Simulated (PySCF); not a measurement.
An unknown is described by computed data only.

Formula: C5H5O2P3.

* Rotational structure: rotational constants A, B, C: 1.830, 0.586, 0.445 GHz [GFN2-xTB]
* NMR, other nuclei: isotropic shieldings of nuclei other than C and H, by class: -64 (1 O), 161 (1 O), 22 (2 P), 38 (1 P) ppm [GIAO PBE0/pcSseg-1]
* 1H NMR: chemical shifts (computed TMS as zero) by class: 11.18 (2 H), 4.45 (3 H) ppm [GIAO PBE0/pcSseg-1]
* Dipole: 1.79 D [PBE0/pcSseg-1]
* 13C NMR: chemical shifts (computed TMS as zero) by class: 190.5 (2 C), 190.2 (1 C), 175.0 (1 C), 50.7 (1 C) ppm [GIAO PBE0/pcSseg-1]

Electronic properties: PySCF, gas phase, density fitting. Levels stand in brackets. One conformer (not necessarily the lowest) at the GFN2-xTB geometry, without solvent, vibrations or thermal averaging. NMR classes are plain means over equivalent atoms (diastereotopic ones count apart unless rotation or inversion swaps them), as if these changed places fast.

Q: Propose a structure and show how it fits.

A: Numbering: `[CH3:1][O:2][C:3](=[O:4])[c:5]1[p:6][cH:7][p:8][cH:9][p:10]1`. 5 carbons fall into 4 classes; from least to most shielded: aromatic CH carbon [C7/C9] (190.5 ppm, 2 C), substituted aromatic carbon [C5] (190.2 ppm), ester carbonyl carbon [C3] (175.0 ppm), methoxy carbon [C1] (50.7 ppm). Hydrogen classes from least to most shielded: 2 H on 2 aromatic CH carbons, C7/C9 (11.18 ppm), 3 H on a methoxy carbon, C1 (4.45 ppm, a mean of values up to 2.0 ppm apart in this geometry). The other shieldings belong to: -64 ppm, ester carbonyl oxygen [O4]; 161 ppm, ester single-bonded oxygen [O2]; 22 ppm, phosphorus bonded to 2 C [P6/P10]; 38 ppm, phosphorus bonded to 2 C [P8]. By its constants the optimised geometry is an asymmetric top. Structure: `COC(=O)C1=PC=PC=P1`. The assignments are read from this structure; whether some other isomer fits the data as well wasn't checked.

Conformer computed: `[CH3:1][O:2][C:3](=[O:4])[c:5]1[p:6][cH:7][p:8][cH:9][p:10]1`: C1–O2–C3–O4 -1°, O2–C3–C5–P6 -1°.
